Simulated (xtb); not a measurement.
AlFGeH₄O, SMILES [OH][Al]([F])[GeH3]. All values are semi-empirical tight-binding results from xtb (GFN2-xTB unless named), good for trends rather than for accurate numbers. The structure is a stationary point at GFN2-xTB. The structure was generated by enumeration; whether it is a known compound was not checked. One conformer was computed; it need not be the lowest.

Optimised geometry:

```xyz
8

Al     0.3649     0.6266    -0.7922
F      1.9766     0.7116    -1.1680
Ge    -0.4112    -0.7829     0.9832
H     -0.4956    -2.2539     0.6786
H      0.3708    -0.7608     2.2668
H     -1.8095    -0.4546     1.4260
O     -0.7597     1.4943    -1.6124
H     -1.3623     2.0163    -2.1232
```

A frequency run showed that this geometry is not a minimum.

For metal compounds this method's bond lengths and energies can be far off.

```
Item           Value
-----------  -------
orbital gap  4.63 eV
```

Computed atomic charges and the Wiberg bond orders between heavy atoms:
charges (e) Al1 0.44, F2 -0.28, Ge3 0.05, H4 -0.02, H5 -0.02, H6 -0.02, O7 -0.48, H8 0.32. Bond orders Al1–F2 1.20, Al1–Ge3 0.80, Al1–O7 1.37.
